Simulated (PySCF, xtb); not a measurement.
C3H8BNO, SMILES C[C@H]1COB1N.

GFN2-xTB in xtb at its own geometry gives an orbital gap of 6.49 eV and a dipole moment of 1.85 D.

The structure is a stationary point at TPSSh-D3(BJ)/def2-SVP. The structure was generated by enumeration; whether it is a known compound was not checked. One conformer was computed; it need not be the lowest.

### Question
What does PBE0/def2-TZVP run with PySCF give? (Estimate from the structure and the level; the computed values follow.)

### Answer
gap 8.37 eV (levels -7.51 and 0.86 eV), dipole 1.74 D.
